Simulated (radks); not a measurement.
Question: Isoelectronic series with 28 electrons, each ion in its NIST ground configuration. All-electron calculation, scalar-relativistic Kohn-Sham, r2SCAN, spin-polarised, spherical densities, finite nucleus; open shells are filled with parallel spins first; meta-GGA in the generalised Kohn-Sham scheme; Fermi nuclear charge, rms radius of each element as measured or else 0.836 A^(1/3) + 0.57 fm. Program: a radial shooting solver on a logarithmic mesh with Libxc functionals. Total energies (hartree) and orbital eigenvalues (hartree) (* marks an orbital that is empty in some or all of the ions):

| ion | configuration | E (hartree) | 4s down* | 4s up* | 3d down |
|---|---|---|---|---|---|
| Ni | [Ar] 3d8 4s2 | -1520.80069 | -0.20955 | -0.22179 | -0.28031 |
| Zn2+ | [Ar] 3d10 | -1795.27129 | -0.81435 | -0.81435 | -1.14068 |
| Ge4+ | [Ar] 3d10 | -2095.36970 | -1.86861 | -1.86861 | -2.88927 |
| Se6+ | [Ar] 3d10 | -2420.99442 | -3.22546 | -3.22546 | -5.17560 |
| Kr8+ | [Ar] 3d10 | -2772.21977 | -4.86661 | -4.86661 | -7.95671 |
| Sr10+ | [Ar] 3d10 | -3149.18565 | -6.78451 | -6.78451 | -11.21397 |
| Zr12+ | [Ar] 3d10 | -3552.06966 | -8.97592 | -8.97592 | -14.93776 |
| Mo14+ | [Ar] 3d10 | -3981.07558 | -11.43971 | -11.43971 | -19.12255 |
| Ru16+ | [Ar] 3d10 | -4436.43645 | -14.17602 | -14.17602 | -23.76494 |
| Pd18+ | [Ar] 3d10 | -4918.40380 | -17.18579 | -17.18579 | -28.86281 |
| Cd20+ | [Ar] 3d10 | -5427.24951 | -20.47059 | -20.47059 | -34.41485 |
| Sn22+ | [Ar] 3d10 | -5963.27183 | -24.03247 | -24.03247 | -40.42029 |
| Te24+ | [Ar] 3d10 | -6526.78332 | -27.87387 | -27.87387 | -46.87874 |
| Ba28+ | [Ar] 3d10 | -7737.6770 | -36.40694 | -36.40694 | -61.15455 |
| Ce30+ | [Ar] 3d10 | -8385.8128 | -41.10533 | -41.10533 | -68.97236 |
| Nd32+ | [Ar] 3d10 | -9062.9555 | -46.09668 | -46.09668 | -77.24403 |
| Sm34+ | [Ar] 3d10 | -9769.5191 | -51.38508 | -51.38508 | -85.97017 |

Estimate the row of Xe26+ ([Ar] 3d10).

Answer: E (hartree) -7118.13143; 4s down* -31.99763; 4s up* -31.99763; 3d down -53.79012.
